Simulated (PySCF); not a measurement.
# Atomic charges against the basis set

Compound: CH₉PSi₂.
Structure used (PBE0-D3(BJ)/def2-SVP), in Å, numbered top down from 1:
```xyz
13
CH9PSi2 angstrom
Si    -2.2035   -0.4096   -0.2749
C     -0.4871   -0.8274    0.3778
Si     0.9208    0.1372   -0.4131
P      2.8945   -0.5786    0.4476
H     -2.5137    1.0316   -0.0244
H     -3.2465   -1.2437    0.3986
H     -2.2730   -0.6584   -1.7476
H     -0.4740   -0.6474    1.4670
H     -0.3011   -1.9050    0.2294
H      0.9651   -0.1298   -1.8842
H      0.7090    1.6054   -0.2134
H      2.7263    0.1365    1.6741
H      3.6510    0.4679   -0.1624
```

PBE0 throughout (PySCF), one geometry, spherical d and f functions. One conformer (not necessarily the lowest) at the PBE0-D3(BJ)/def2-SVP geometry, without solvent, vibrations or thermal averaging. Atoms taken as equivalent share a column and are averaged. The first 7 of 8 kinds of atom are listed.

Mulliken charges (e):

```tsv
basis	functions	Si1	C2	Si3	P4	H5/H6/H7	H8/H9	H10/H11
STO-3G	41	+0.531	-0.459	+0.445	+0.135	-0.123	+0.066	-0.123
6-31G	66	+0.564	-0.960	+0.559	-0.149	-0.100	+0.231	-0.086
pcSseg-0	66	+0.554	-1.429	+0.569	-0.354	-0.044	+0.308	-0.010
6-31G*	86	+0.371	-0.794	+0.404	-0.219	-0.062	+0.221	-0.052
cc-pVDZ	113	+0.220	-0.349	+0.204	-0.141	-0.042	+0.086	-0.029
def2-SVP	113	+0.362	-0.543	+0.331	-0.124	-0.064	+0.111	-0.048
aug-cc-pVDZ	185	-0.629	+0.255	-0.234	-1.039	+0.258	-0.320	+0.335
6-311+G(2d,p)	186	+0.370	-0.711	+0.315	-0.204	-0.062	+0.181	-0.047
def2-TZVP	196	+0.143	-0.444	+0.169	-0.255	-0.021	+0.149	-0.012
IGLO-III	257	+0.720	-0.756	+0.643	-0.071	-0.168	+0.184	-0.157
cc-pVTZ	258	+0.152	-0.361	+0.188	-0.162	-0.027	+0.113	-0.023
```

IAO charges (e):

```json
{"basis": "STO-3G", "functions": "41", "Si1": "+0.636", "C2": "-0.753", "Si3": "+0.556", "P4": "+0.040", "H5/H6/H7": "-0.128", "H8/H9": "+0.128", "H10/H11": "-0.123"}
{"basis": "6-31G", "functions": "66", "Si1": "+0.452", "C2": "-0.772", "Si3": "+0.459", "P4": "-0.132", "H5/H6/H7": "-0.077", "H8/H9": "+0.173", "H10/H11": "-0.076"}
{"basis": "pcSseg-0", "functions": "66", "Si1": "+0.446", "C2": "-0.794", "Si3": "+0.445", "P4": "-0.150", "H5/H6/H7": "-0.072", "H8/H9": "+0.176", "H10/H11": "-0.069"}
{"basis": "6-31G*", "functions": "86", "Si1": "+0.580", "C2": "-0.812", "Si3": "+0.568", "P4": "-0.102", "H5/H6/H7": "-0.111", "H8/H9": "+0.166", "H10/H11": "-0.111"}
{"basis": "cc-pVDZ", "functions": "113", "Si1": "+0.575", "C2": "-0.810", "Si3": "+0.566", "P4": "-0.112", "H5/H6/H7": "-0.110", "H8/H9": "+0.165", "H10/H11": "-0.110"}
{"basis": "def2-SVP", "functions": "113", "Si1": "+0.595", "C2": "-0.812", "Si3": "+0.578", "P4": "-0.104", "H5/H6/H7": "-0.116", "H8/H9": "+0.163", "H10/H11": "-0.115"}
{"basis": "aug-cc-pVDZ", "functions": "185", "Si1": "+0.576", "C2": "-0.816", "Si3": "+0.570", "P4": "-0.121", "H5/H6/H7": "-0.110", "H8/H9": "+0.167", "H10/H11": "-0.110"}
{"basis": "6-311+G(2d,p)", "functions": "186", "Si1": "+0.608", "C2": "-0.837", "Si3": "+0.593", "P4": "-0.108", "H5/H6/H7": "-0.118", "H8/H9": "+0.169", "H10/H11": "-0.118"}
{"basis": "def2-TZVP", "functions": "196", "Si1": "+0.617", "C2": "-0.843", "Si3": "+0.603", "P4": "-0.109", "H5/H6/H7": "-0.120", "H8/H9": "+0.169", "H10/H11": "-0.120"}
{"basis": "IGLO-III", "functions": "257", "Si1": "+0.616", "C2": "-0.842", "Si3": "+0.600", "P4": "-0.106", "H5/H6/H7": "-0.120", "H8/H9": "+0.169", "H10/H11": "-0.120"}
{"basis": "cc-pVTZ", "functions": "258", "Si1": "+0.602", "C2": "-0.837", "Si3": "+0.592", "P4": "-0.116", "H5/H6/H7": "-0.116", "H8/H9": "+0.169", "H10/H11": "-0.116"}
```

Hirshfeld charges (e):

| basis | functions | Si1 | C2 | Si3 | P4 | H5/H6/H7 | H8/H9 | H10/H11 |
| --- | --- | --- | --- | --- | --- | --- | --- | --- |
| STO-3G | 41 | +0.338 | -0.173 | +0.297 | +0.062 | -0.087 | +0.007 | -0.090 |
| 6-31G | 66 | +0.285 | -0.229 | +0.254 | -0.038 | -0.072 | +0.051 | -0.073 |
| pcSseg-0 | 66 | +0.304 | -0.228 | +0.275 | -0.025 | -0.075 | +0.037 | -0.077 |
| 6-31G* | 86 | +0.286 | -0.228 | +0.253 | -0.040 | -0.075 | +0.055 | -0.075 |
| cc-pVDZ | 113 | +0.304 | -0.236 | +0.271 | -0.021 | -0.078 | +0.048 | -0.080 |
| def2-SVP | 113 | +0.310 | -0.239 | +0.276 | -0.016 | -0.080 | +0.047 | -0.082 |
| aug-cc-pVDZ | 185 | +0.308 | -0.258 | +0.275 | -0.021 | -0.076 | +0.049 | -0.077 |
| 6-311+G(2d,p) | 186 | +0.310 | -0.251 | +0.272 | -0.018 | -0.078 | +0.049 | -0.077 |
| def2-TZVP | 196 | +0.305 | -0.251 | +0.271 | -0.023 | -0.077 | +0.051 | -0.077 |
| IGLO-III | 257 | +0.301 | -0.252 | +0.270 | -0.013 | -0.075 | +0.048 | -0.078 |
| cc-pVTZ | 258 | +0.303 | -0.248 | +0.271 | -0.023 | -0.077 | +0.050 | -0.077 |

Some averages cover members that differ in this geometry, most widely: H5/H6/H7, Mulliken in aug-cc-pVDZ +0.210 to +0.286; H8/H9, Mulliken in aug-cc-pVDZ -0.337 to -0.303 e.

Question: Which scheme is steadiest as the basis changes?

Answer: Largest range over the bases for any column: Hirshfeld 0.10 e, IAO 0.19 e, Mulliken 1.68 e. Hirshfeld charges move least and Mulliken charges most, counted in e. Without the minimal STO-3G basis the ranges are Hirshfeld 0.03, IAO 0.17, Mulliken 1.68 e.

Question: How much do the charges still move between the two largest bases, IGLO-III and cc-pVTZ?

Answer: At most, over all atoms: Mulliken 0.569 e, IAO 0.014 e, Hirshfeld 0.009 e.

Question: What do the same runs give for the total energy, the frontier levels and the dipole moment?

Answer: 
```csv
basis,energy (Eh),HOMO (eV),LUMO (eV),μ (D)
STO-3G,-952.4181,-4.35,5.91,0.55
6-31G,-963.2640,-7.31,0.47,1.06
pcSseg-0,-962.2251,-7.48,0.29,1.29
6-31G*,-963.3674,-7.40,0.41,0.75
cc-pVDZ,-963.4245,-7.40,0.43,0.65
def2-SVP,-963.1115,-7.45,0.41,0.68
aug-cc-pVDZ,-963.4310,-7.48,-0.36,0.61
"6-311+G(2d,p)",-963.4710,-7.51,-0.28,0.63
def2-TZVP,-963.4764,-7.49,0.04,0.62
IGLO-III,-963.4779,-7.46,0.02,0.61
cc-pVTZ,-963.4836,-7.48,0.11,0.61
```

The dipole is fixed by the density alone, so its range of 0.74 D shows that the density itself changes with the basis, not only its division among atoms.
